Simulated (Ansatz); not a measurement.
The same molecule with X = Al, Ga, In. Ansatz, PBE0-D4/def2-TZVP geometries, multiplicity 1. Each molecule was computed in one conformer, which needn't be the lowest.

Elements past krypton have def2 core potentials. Scalar relativity is left out up to krypton.

```csv
X,molecule,mean X–F bond length / Å,mean X–Se bond length / Å,HOMO–LUMO gap (ωB97M-V/def2-TZVPP) / eV,LUMO energy (ωB97M-V/def2-TZVPP) / eV,HOMO energy (ωB97M-V/def2-TZVPP) / eV
Al,`[F][Al-]([F])([F])[SeH2+]`,1.649,2.593,12.34,0.69,-11.65
Ga,`[F][Ga-]([F])([F])[SeH2+]`,1.750,2.597,12.22,0.54,-11.68
```

(1) Give the row for X = In, `[F][In-]([F])([F])[SeH2+]`. (Best estimate.)

Answers

(1) Computed: 
```csv
X,molecule,mean X–F bond length / Å,mean X–Se bond length / Å,HOMO–LUMO gap (ωB97M-V/def2-TZVPP) / eV,LUMO energy (ωB97M-V/def2-TZVPP) / eV,HOMO energy (ωB97M-V/def2-TZVPP) / eV
In,`[F][In-]([F])([F])[SeH2+]`,1.943,2.784,11.50,-0.13,-11.63
```

From Al to In the mean X–F bond length rises at each step, by 0.294 Å in all; the mean X–Se bond length rises at each step, by 0.191 Å in all; the HOMO–LUMO gap (ωB97M-V/def2-TZVPP) falls at each step, by 0.84 eV in all; the LUMO energy (ωB97M-V/def2-TZVPP) falls at each step, by 0.82 eV in all; the HOMO energy (ωB97M-V/def2-TZVPP) hardly changes. Bonds lengthen as the atom grows down the group.

Spin–orbit coupling is left out; it splits and shifts lone-pair levels of the heavy atoms by tenths of an eV.
